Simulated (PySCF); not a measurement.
C5H4FPS.
Structure used (GFN2-xTB), in Å, numbered top down from 1:
```
atom  x, y, z in Å
C1    -2.477    0.531    0.473
C2    -1.663   -0.039   -0.413
C3    -0.233   -0.132   -0.293
P4     0.747   -0.892   -1.494
C5     2.227   -0.558   -0.577
F6     3.424   -0.948   -1.053
C7     2.142    0.095    0.607
S8     0.567    0.536    1.099
H9    -2.101    0.980    1.378
H10   -3.541    0.565    0.321
H11   -2.064   -0.484   -1.315
H12    2.973    0.346    1.241
```

The closed-shell SCF was solved with PySCF and density fitting under several settings on one GFN2-xTB geometry (grid level 2 and gas phase unless stated).

```tsv
settings	basis functions	SCF cycles	E (Eh)	HOMO (eV)	LUMO (eV)	dipole (D)
PBE0/pcSseg-1	170	14	-1031.6226	-6.73	-2.24	2.04
B3LYP/def2-SVPD	206	15	-1031.8844	-6.49	-2.39	1.95
revPBE/6-31++G**, grid level 1	176	13	-1032.0364	-5.67	-2.85	2.00
CAM-B3LYP/6-31G	88	13	-1031.9627	-7.75	-1.00	2.46
```

Problem. Estimate the rows for these settings: (1) PBE0/STO-3G, start guess vsap; (2) PBE/def2-SVPD; (3) CAM-B3LYP/def2-SVPD, IEF-PCM cyclohexane.

Solution. 
```json
{"settings": "PBE0/STO-3G, start guess vsap", "basis functions": "52", "SCF cycles": "13", "E (Eh)": "-1019.6957", "HOMO (eV)": "-3.82", "LUMO (eV)": "1.37", "dipole (D)": "0.81"}
{"settings": "PBE/def2-SVPD", "basis functions": "206", "SCF cycles": "16", "E (Eh)": "-1031.1960", "HOMO (eV)": "-5.78", "LUMO (eV)": "-2.94", "dipole (D)": "1.83"}
{"settings": "CAM-B3LYP/def2-SVPD, IEF-PCM cyclohexane", "basis functions": "206", "SCF cycles": "14", "E (Eh)": "-1031.7302", "HOMO (eV)": "-7.76", "LUMO (eV)": "-1.18", "dipole (D)": "2.27"}
```

Problem. Over all rows, what range does the HOMO–LUMO gap span?

Solution. From 2.82 eV (revPBE/6-31++G**, grid level 1) to 6.75 eV (CAM-B3LYP/6-31G). The functional of the narrowest has no exact exchange, that of the widest range-separated exact exchange.

Problem. Compare two rows with the functional PBE0: PBE0/STO-3G, start guess vsap and PBE0/pcSseg-1. Which energy is lower, and by how much?

Solution. PBE0/pcSseg-1 (170 functions) lies 11.9269 Eh or 7484 kcal/mol below PBE0/STO-3G, start guess vsap (52 functions).

Cycle counts include a coarse-grid stage where the run had one. All basis functions are spherical, in the Pople sets too. Geometry: GFN2-xTB, one conformer.
